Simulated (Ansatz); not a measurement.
C4H5 (SMILES [CH2-]C#CC), charge -1, singlet, at a GFN2-xTB geometry (a gas-phase anion, which may not be bound at this level). Base run: R2SCAN/STO-3G (Ansatz, an electronic-structure program).

Geometry (Å):
```xyz
9

C     -0.0269     0.0190     2.0010
C     -0.0090    -0.0405     0.6611
C      0.0079    -0.4245    -0.5335
C      0.0244     0.2361    -1.8660
H     -0.9563     0.0240     2.5713
H      0.8870     0.0304     2.5958
H     -0.0138     1.3466    -1.8505
H      0.9343    -0.0407    -2.4197
H     -0.8296    -0.1007    -2.4731
```
Charge -1, spin multiplicity 1.
All else is at Ansatz's defaults.

Variants of this job, named by their change:

```tsv
change	basis functions	E (Eh)
base	25	-153.20808
basis = 6-31G*	70	-155.21267
basis = pcseg-1	81	-155.20150
basis = cc-pVDZ	81	-155.23736
basis = 6-311G**	102	-155.27217
basis = def2-SVPD	120	-155.12956
basis = 6-311++G**	123	-155.28496
basis = aug-pcseg-1	137	-155.21439
basis = cc-pVTZ	190	-155.29324
basis = pc-2	190	-155.30243
basis = pcseg-2	190	-155.29882
basis = def2-TZVPD	193	-155.30040
basis = aug-cc-pVTZ	299	-155.30187
```

Totals compare only among sets that treat the same electrons; sets with core potentials leave the core out.

A gas-phase anion may not be bound at this level; its values then depend on the basis.
